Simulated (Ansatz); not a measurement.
Relaxation of Sr₅S₄ with RKS PBE0-D4/def2-SVP.

```sh
$ ansatz run in.yaml --threads 4 --pin off --events-out ev --progress --plain --max-ram 4787MiB
```

```yaml
crystal:
  periodic: [false, false, false]
  atoms:
    - {symbol: Sr, position_ang: [1.535120, -1.170010, 1.988440]}
    - {symbol: Sr, position_ang: [1.772460, 1.635920, -0.501950]}
    - {symbol: Sr, position_ang: [0.096690, -1.629040, -1.481130]}
    - {symbol: Sr, position_ang: [-1.600730, 0.673730, 1.037270]}
    - {symbol: Sr, position_ang: [-3.589910, 0.913350, -1.904640]}
    - {symbol: S, position_ang: [-0.689550, 1.027180, -1.636050]}
    - {symbol: S, position_ang: [-0.896590, -1.949360, 1.017030]}
    - {symbol: S, position_ang: [0.818790, 1.457840, 2.012590]}
    - {symbol: S, position_ang: [2.553730, -0.959610, -0.531560]}
basis:
  gaussian: {orbitals: def2-SVP}
hamiltonian: {xc: pbe0, dispersion: d4}
scf: {lower_state_search: "off"}
output: {orbitals: {seedname: orbitals}}
relax: {f_tol: 0.02, max_steps: 100}
```

Hardware: 4 threads of Arm Neoverse V2 on a shared host. Wall time 2.2 min, peak host memory 0.71 GiB.

Positions (Å) and forces (eV/Å) at steps 1, 2, 3, 4, 5, 6, 7, 9, 10, 11, 13, 14, 16, 17 of 17:

```xyz
9
step=1 energy=-47505.5106 eV
Sr    1.535   -1.170    1.988    0.423   -0.515    0.746
Sr    1.772    1.636   -0.502    0.507    0.783   -0.375
Sr    0.097   -1.629   -1.481   -0.156   -0.735   -0.709
Sr   -1.601    0.674    1.037   -0.744    0.408    0.746
Sr   -3.590    0.913   -1.905   -0.102    0.107   -0.520
S    -0.690    1.027   -1.636   -0.594    0.341   -0.530
S    -0.897   -1.949    1.017   -0.334   -0.687    0.278
S     0.819    1.458    2.013    0.231    0.574    0.692
S     2.554   -0.960   -0.532    0.769   -0.275   -0.329
9
step=2 energy=-47505.7051 eV
Sr    1.619   -1.254    2.108   -0.390    0.437   -0.763
Sr    1.848    1.764   -0.555   -0.482   -0.738    0.352
Sr    0.077   -1.763   -1.591    0.138    0.531    0.742
Sr   -1.725    0.733    1.175    0.647   -0.312   -0.016
Sr   -3.639    0.951   -2.030    0.185    0.077   -0.254
S    -0.765    1.054   -1.690   -0.120   -0.120    0.121
S    -0.927   -2.026    1.055    0.237    0.170   -0.039
S     0.869    1.524    2.104    0.062   -0.193   -0.204
S     2.643   -0.984   -0.577   -0.277    0.149    0.061
9
step=3 energy=-47505.9034 eV
Sr    1.614   -1.218    2.043    0.016    0.019   -0.100
Sr    1.767    1.680   -0.518   -0.055   -0.052   -0.012
Sr    0.082   -1.693   -1.501   -0.058    0.036    0.084
Sr   -1.626    0.691    1.184   -0.108   -0.058   -0.076
Sr   -3.675    0.990   -2.147    0.205    0.055   -0.063
S    -0.811    1.064   -1.711   -0.008   -0.120    0.259
S    -0.905   -2.045    1.094    0.144    0.120    0.014
S     0.901    1.519    2.139    0.020   -0.097   -0.120
S     2.655   -0.988   -0.583   -0.157    0.098    0.015
9
step=4 energy=-47505.9474 eV
Sr    1.672   -1.200    2.010    0.089    0.051    0.039
Sr    1.697    1.684   -0.541    0.316    0.173    0.054
Sr    0.016   -1.729   -1.455    0.069    0.007    0.046
Sr   -1.683    0.628    1.200    0.089    0.023    0.153
Sr   -3.540    1.082   -2.262   -0.065    0.028   -0.086
S    -0.810    1.043   -1.594   -0.216   -0.109   -0.117
S    -0.840   -2.057    1.178   -0.076   -0.049   -0.053
S     0.885    1.495    2.099   -0.135   -0.026    0.041
S     2.602   -0.946   -0.635   -0.070   -0.100   -0.077
9
step=5 energy=-47505.9542 eV
Sr    1.730   -1.187    2.004   -0.053   -0.032   -0.041
Sr    1.723    1.706   -0.540   -0.120   -0.047   -0.041
Sr    0.000   -1.730   -1.419   -0.044   -0.070   -0.053
Sr   -1.658    0.592    1.287   -0.167    0.033   -0.113
Sr   -3.549    1.164   -2.445    0.036   -0.012    0.061
S    -0.884    0.995   -1.526    0.072    0.087   -0.024
S    -0.815   -2.077    1.219    0.070   -0.062    0.069
S     0.867    1.486    2.094    0.158    0.058    0.100
S     2.586   -0.949   -0.674    0.049    0.046    0.042
9
step=6 energy=-47505.9605 eV
Sr    1.692   -1.213    1.984    0.006    0.008    0.011
Sr    1.745    1.713   -0.515    0.026   -0.002    0.007
Sr   -0.043   -1.697   -1.449    0.072    0.016    0.022
Sr   -1.670    0.639    1.257    0.077    0.004   -0.052
Sr   -3.519    0.992   -2.346    0.010    0.020   -0.019
S    -0.811    1.089   -1.581   -0.126   -0.038    0.074
S    -0.857   -2.056    1.203   -0.004    0.022   -0.041
S     0.893    1.480    2.126   -0.014    0.002   -0.003
S     2.571   -0.947   -0.679   -0.046   -0.031    0.001
9
step=7 energy=-47505.9659 eV
Sr    1.700   -1.202    2.002   -0.010    0.008    0.015
Sr    1.729    1.705   -0.527    0.004   -0.002    0.009
Sr   -0.009   -1.720   -1.444   -0.006    0.005   -0.004
Sr   -1.655    0.626    1.239   -0.040    0.001    0.043
Sr   -3.551    1.071   -2.368    0.009    0.005    0.002
S    -0.851    1.049   -1.557    0.019   -0.017   -0.036
S    -0.836   -2.066    1.194    0.003    0.000    0.010
S     0.893    1.491    2.119    0.008   -0.010   -0.007
S     2.579   -0.953   -0.659    0.012    0.012   -0.032
9
step=9 energy=-47505.9677 eV
Sr    1.702   -1.166    2.011    0.055   -0.015    0.028
Sr    1.701    1.694   -0.551   -0.020    0.028   -0.028
Sr    0.051   -1.767   -1.411    0.004   -0.054   -0.047
Sr   -1.699    0.573    1.225    0.015    0.035   -0.044
Sr   -3.566    1.255   -2.309    0.016    0.009    0.016
S    -0.844    0.949   -1.614   -0.031    0.008    0.040
S    -0.811   -2.103    1.220    0.012    0.001   -0.027
S     0.841    1.504    2.085   -0.012   -0.003    0.002
S     2.625   -0.939   -0.655   -0.040   -0.010    0.060
9
step=10 energy=-47505.9667 eV rejected
Sr    1.716   -1.138    2.051    0.002    0.030   -0.117
Sr    1.670    1.694   -0.584   -0.067   -0.067   -0.008
Sr    0.106   -1.829   -1.406    0.044   -0.016    0.043
Sr   -1.736    0.529    1.200    0.149    0.001   -0.085
Sr   -3.584    1.437   -2.251    0.137   -0.015    0.033
S    -0.846    0.847   -1.657   -0.186    0.077    0.021
S    -0.767   -2.126    1.225   -0.026   -0.021   -0.007
S     0.799    1.511    2.047   -0.041    0.024    0.039
S     2.643   -0.926   -0.626   -0.012   -0.013    0.080
9
step=11 energy=-47505.9715 eV
Sr    1.714   -1.155    2.035   -0.036    0.021   -0.014
Sr    1.673    1.694   -0.571    0.012   -0.011    0.030
Sr    0.083   -1.809   -1.418   -0.006    0.010    0.046
Sr   -1.696    0.560    1.191   -0.017   -0.015    0.058
Sr   -3.577    1.346   -2.281    0.017    0.010    0.002
S    -0.860    0.902   -1.619   -0.013   -0.013   -0.064
S    -0.788   -2.115    1.213    0.026   -0.003   -0.025
S     0.825    1.512    2.074    0.012   -0.002   -0.016
S     2.626   -0.935   -0.623    0.006    0.004   -0.017
9
step=13 energy=-47505.9758 eV
Sr    1.723   -1.110    2.053    0.010    0.015   -0.009
Sr    1.619    1.681   -0.609    0.000   -0.009   -0.019
Sr    0.148   -1.878   -1.381    0.021    0.008   -0.047
Sr   -1.734    0.493    1.173    0.034   -0.007   -0.029
Sr   -3.567    1.579   -2.217    0.092   -0.018    0.017
S    -0.876    0.783   -1.678   -0.101    0.012    0.013
S    -0.741   -2.160    1.231   -0.020    0.000    0.037
S     0.766    1.528    2.029   -0.016    0.000    0.024
S     2.663   -0.916   -0.602   -0.020   -0.001    0.013
9
step=14 energy=-47505.9763 eV
Sr    1.721   -1.101    2.054    0.016   -0.025    0.003
Sr    1.614    1.678   -0.604    0.012    0.011   -0.033
Sr    0.145   -1.883   -1.391    0.017    0.011   -0.005
Sr   -1.722    0.491    1.172   -0.020   -0.004   -0.015
Sr   -3.564    1.581   -2.221    0.077   -0.015    0.018
S    -0.880    0.780   -1.674   -0.074    0.009    0.003
S    -0.737   -2.164    1.228   -0.010    0.015    0.024
S     0.767    1.539    2.039   -0.009   -0.016    0.000
S     2.656   -0.920   -0.602   -0.008    0.014    0.006
9
step=16 energy=-47505.9790 eV
Sr    1.735   -1.083    2.057    0.000    0.005   -0.001
Sr    1.575    1.680   -0.633   -0.005   -0.006    0.000
Sr    0.172   -1.917   -1.370    0.000    0.000   -0.002
Sr   -1.746    0.452    1.167    0.006   -0.001   -0.005
Sr   -3.512    1.699   -2.201    0.002    0.002    0.002
S    -0.907    0.716   -1.683   -0.005    0.002    0.002
S    -0.714   -2.185    1.252    0.002   -0.003   -0.002
S     0.733    1.536    2.013    0.000    0.004    0.002
S     2.663   -0.897   -0.602    0.000   -0.002    0.004
9
step=17 energy=-47505.9791 eV
Sr    1.742   -1.069    2.064   -0.007    0.006   -0.008
Sr    1.550    1.674   -0.647    0.005    0.005    0.003
Sr    0.189   -1.935   -1.362    0.001   -0.011   -0.001
Sr   -1.754    0.428    1.160    0.008    0.000    0.000
Sr   -3.493    1.770   -2.188    0.008   -0.004    0.003
S    -0.923    0.681   -1.694   -0.003    0.001    0.006
S    -0.696   -2.199    1.261   -0.003    0.003   -0.002
S     0.715    1.540    2.001   -0.005    0.000    0.001
S     2.670   -0.891   -0.595   -0.004    0.001   -0.003
```

In the def2 sets Sr takes a core potential; there is no spin–orbit coupling. The restricted singlet is unstable towards broken spin symmetry in Hartree–Fock (as tested in another run); at PBE0-D4/def2-SVP this wasn't settled. The structure comes from a short search, and lower isomers may exist.
